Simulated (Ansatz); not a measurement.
BrFH$_{3}$NSi$_{2}$, relaxed with RKS PBE-D4/def2-SVP in the Gaussian-basis code of Ansatz from a rough embedded geometry. The force threshold is 0.03 eV/Å; the program also tests the step.

The species carries charge 0 and has multiplicity 1. The bonds changed during the relaxation, so this is another structure than the one it started from.

Start:

```xyz
8

F    -2.276    0.626    0.015
Si   -0.764    1.216   -0.109
Br   -0.042    1.673    1.923
N     0.291    0.280   -0.787
Si    0.642   -1.265   -0.448
H     1.095    0.763   -1.174
H     1.557   -1.189    0.737
H    -0.502   -2.104   -0.158
```

By how much does the energy fall, and how many steps does the optimiser take? (An estimate is asked.)

The calculation gave: 353.96 kJ/mol, in 21 steps.

Which bonds change most? (An estimate is asked.)

Ansatz gave: Br3–Si5 from 3.837 to 2.247 Å; Si2–N4 from 1.565 to 1.756 Å; N4–Si5 from 1.620 to 1.766 Å; Si5–H8 from 1.448 to 1.491 Å.

Give the relaxed structure. (An estimate is asked.)

The calculation gave: 
```xyz
8

F    -2.230    0.663   -0.380
Si   -1.113    1.409   -1.361
Br    0.485    0.207    2.533
N     0.307    0.561   -0.772
Si    0.414   -0.687    0.473
H     1.207    0.866   -1.165
H     1.700   -1.429    0.270
H    -0.770   -1.590    0.401
```
